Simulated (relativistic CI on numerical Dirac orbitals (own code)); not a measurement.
**Ta⁺: computed level list**

Computed by Dirac-Coulomb-Breit CI, KLI orbitals optimised for each configuration, a model potential for QED, valence Slater integrals scaled by 0.85, configuration energies shifted to the measured levels that pair with them (semi-empirical) (own radial code, finite nucleus).

Configurations in the expansion (outside the closed core [Xe] 4f14): 5d3 6s, 5d2 6s2, 5d4, 5d3 6p, 5d 6s2 6p, 5d2 6s 6p, 5d 6s 6p2, 5d3 6d, 5d2 6s 5f, 5d3 6f, 5d2 6p2, 5d2 6s 5g, 5d3 7s, 5d2 6s 7p, 5d2 6s 7s, 5d 6s2 6d, 5d2 6s 6d, 5d3 7p, 5d2 6s 8s, 5d 6s2 5f, 5d2 6s 7d, 5d2 6s 8p, 5d 6s 6d2, 5d 6s2 7s, 5d3 5f, 5d 6s 5g 6p, 5d 6s 6p 6f, 5d2 6s 6f, 5d3 8s, 5d 6s2 6f. Levels of other configurations are missing.

| No. | Configuration | Term | J | E (cm⁻¹) | % | Landé g | Lifetime (s) |
| --- | --- | --- | --- | --- | --- | --- | --- |
| 1 | 5d3(4F) 6s | 5F | 1 | 0.0 | 95 | 0.021 |  |
| 2 | 5d3(4F) 6s | 5F | 2 | 843.7 | 95 | 1.004 | 2.68e+01 |
| 3 | 5d3(4F) 6s | 5F | 3 | 2110.9 | 97 | 1.248 | 7.36e+00 |
| 4 | 5d3(4F) 6s | 5F | 4 | 3603.9 | 97 | 1.344 | 5.52e+00 |
| 5 | 5d2 6s2 | 3F | 2 | 3780.6 | 71 | 0.747 |  |
| 6 | 5d3(2P) 6s | 3P | 0 | 4024.8 | 42 |  | 1.46e+02 |
| 7 | 5d3(2P) 6s | 3P | 1 | 5038.6 | 44 | 1.538 | 1.43e+01 |
| 8 | 5d3(4F) 6s | 5F | 5 | 5193.1 | 93 | 1.388 | 7.95e+00 |
| 9 | 5d3(2P) 6s | 3P | 2 | 5685.2 | 34 | 1.363 |  |
| 10 | 5d2 6s2 | 3F | 3 | 6831.4 | 78 | 1.083 | 1.66e+00 |
| 11 | 5d2 6s2 | 3F | 4 | 9405.5 | 64 | 1.237 | 2.91e+00 |
| 12 | 5d3(4F) 6s | 3F | 2 | 9541.0 | 32 | 1.024 | 9.68e-01 |
| 13 | 5d3(4P) 6s | 5P | 1 | 10230.1 | 83 | 2.336 | 1.06e+00 |
| 14 | 5d4‡ | 5D | 0 | 10738.2 | 86 |  |  |
| 15 | 5d4‡ | 5D | 1 | 11288.8 | 81 | 1.582 | 2.10e+00 |
| 16 | 5d3(4P) 6s | 5P | 2 | 11301.4 | 60 | 1.593 | 2.03e+00 |
| 17 | 5d3(2G) 6s | 3G | 3 | 11682.6 | 31 | 1.145 |  |
| 18 | 5d3(4P) 6s | 5P | 3 | 11908.4 | 68 | 1.431 | 2.60e+00 |
| 19 | 5d4‡ | 5D | 2 | 11936.9 | 81 | 1.448 |  |
| 20 | 5d3(2G) 6s | 3G | 4 | 12712.0 | 59 | 1.075 | 9.56e-01 |
| 21 | 5d4‡ | 5D | 3 | 12921.3 | 88 | 1.431 | 1.59e+00 |
| 22 | 5d3(4F) 6s | 3F | 2 | 13013.8 | 30 | 0.992 | 8.97e-01 |
| 23 | 5d3(2G) 6s | 1G | 4 | 13059.9 | 44 | 1.020 |  |
| 24 | 5d4‡ | 5D | 4 | 14002.1 | 77 | 1.410 |  |
| 25 | 5d3(2G) 6s | 3G | 5 | 14026.5 | 61 | 1.162 |  |
| 26 | 5d3(4F) 6s | 3F | 3 | 14062.6 | 45 | 0.994 |  |
| 27 | 5d3(2D) 6s | 3D | 1 | 14706.7 | 39 | 0.974 |  |
| 28 | 5d3(4P) 6s | 3P | 0 | 15209.8 | 43 |  |  |
| 29 | 5d3(2H) 6s | 3H | 4 | 15910.5 | 38 | 1.067 |  |
| 30 | 5d3(2D) 6s | 3D | 1 | 16340.4 | 39 | 1.054 |  |

Energies count from the lowest computed level; lifetimes are radiative, by E1, M1, E2 decay to levels of this space only; some are left blank where a channel outside the calculation adds to the decay or the decay crosses a small, uncertain gap. Percentages are summed over parent terms; the parents shown are those of the largest component, closed shells are left out there. ‡ marks configurations that were not tied to measured data.

The mean weight of the leading LS term, summed over parents, in these 30 levels is 63 %, and that of the leading jj configuration (from the same eigenvectors) 50 %, so LS coupling describes them better.

Configurations whose levels could be paired with our table of measured levels were shifted onto them, all but the ground configuration, by the median error of their levels; single terms can still be off by 1,000 to 2,000 cm⁻¹ or more, and rates follow the energies as ν³ (E1, M1) or ν⁵ (E2). The others borrow a shift and can be off by several thousand cm⁻¹ or more. The fine structure of a lone outer electron comes out too small, for d and f at times inverted, and misplaced configurations move strength between like terms. 7 of the 18 excited levels that our extract of the measured tables holds in this range could be paired (the sources list more); they are missed by 495 cm⁻¹ on average and 994 at most, after the shifts were fitted to these levels, and levels without a partner can miss by more. Some levels of the ground configuration have no partner and can miss by 10 % or more.

Landé's interval rule says that E(J) − E(J−1) = AJ with one A. For the ground term the intervals give A = 421.9, 422.4, 373.2, 317.9 cm⁻¹ for J = 2, 3, 4, 5; the multiplet is regular.

LS names give the leading component of a level, which can be under half, so a name can repeat, a term be missing and a line seem to break the LS rules.
